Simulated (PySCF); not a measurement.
Level of theory: PySCF with r2SCAN-D4/def2-TZVP. All species are isolated molecules in the gas phase. Excitations are Tamm–Dancoff values on a coarser integration grid. The basis has no diffuse functions, so Rydberg states are missing or too high.

Reference species (SMILES): `B(I)([SiH3])[SiH3]` (neutral, multiplicity 1).

```yaml
HOMO–LUMO gap: 2.74 eV
S1–T1 gap (TDA): 0.56 eV
```

Changed species: `[SiH3]B([SiH3])[SiH3]` (0 of 3 SiH3 replaced by I; the reference has 1 of 3 SiH3 replaced by I).

**Question.** Give the shifts of the HOMO–LUMO gap and S1–T1 gap (TDA).

**Answer.** the HOMO–LUMO gap goes up by 0.53 eV, to 3.27 eV; the S1–T1 gap (TDA) goes up by 0.31 eV, to 0.87 eV.
